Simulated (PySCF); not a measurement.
A side-by-side comparison of computed properties.

First species: C8H8ClP.
Bonds: Cl1–C2, C2–C3 (aromatic), C3–P4 (aromatic), P4–C5 (aromatic), C5–C6 (aromatic), C6–C7, C7–C8, C8–C9, C6–C10 (aromatic), C2–C10 (aromatic), C7–C9. Hydrogens: H11 on C3; H12 on C5; H13 on C7; H14, H15 on C8; H16, H17 on C9; H18 on C10.

Second species: Salicylaldehyde, C7H6O2.
SMILES: `O=Cc1ccccc1O`

Levels: PBE0/pcSseg-1 for dipole moment, HOMO energy, LUMO energy and HOMO–LUMO gap; GFN2-xTB for rotational constant A and rotational constant C. Geometries: GFN2-xTB. Each species is one conformer at its optimised geometry, gas phase, non-relativistic unless stated; the electronic structure was computed with PySCF and density fitting.

Dipoles, sizes and rotational constants follow the conformer. The torsions of the flexible species, by atom-mapped SMILES:
- `[Cl:1][c:2]1[cH:3][p:4][cH:5][c:6]([CH:7]2[CH2:8][CH2:9]2)[cH:10]1`: C5–C6–C7–C8 145°
- `[O:1]=[CH:2][c:3]1[cH:4][cH:5][cH:6][cH:7][c:8]1[OH:9]`: O1–C2–C3–C4 180°, H–O9–C8–C7 180°

Values for the first species:

```
Dipole moment         : 2.52 D
HOMO energy           : -7.24 eV
LUMO energy           : -1.74 eV
HOMO–LUMO gap         : 5.50 eV
Rotational constant A : 1.259 GHz
Rotational constant C : 0.489 GHz
```

(1) Estimate the same properties for the second species, and the change in each.

Answers

(1) 
```csv
property,first,second,second less first
dipole moment,2.52 D,3.03 D,+0.51 D
HOMO energy,-7.24 eV,-6.97 eV,+0.27 eV
LUMO energy,-1.74 eV,-2.05 eV,-0.31 eV
HOMO–LUMO gap,5.50 eV,4.92 eV,-0.58 eV
rotational constant A,1.259 GHz,3.260 GHz,+2.001 GHz
rotational constant C,0.489 GHz,1.029 GHz,+0.540 GHz
```

On the first: The dipole matches unit charges of opposite sign 0.52 Å apart (1 e·Å = 4.8032 D).

On the second: The dipole equals about 10.1 × 10⁻³⁰ C·m (1 D = 3.33564 × 10⁻³⁰ C·m). A dipole of 3.03 D is allowed in Cs, and pure rotational transitions are dipole-allowed.
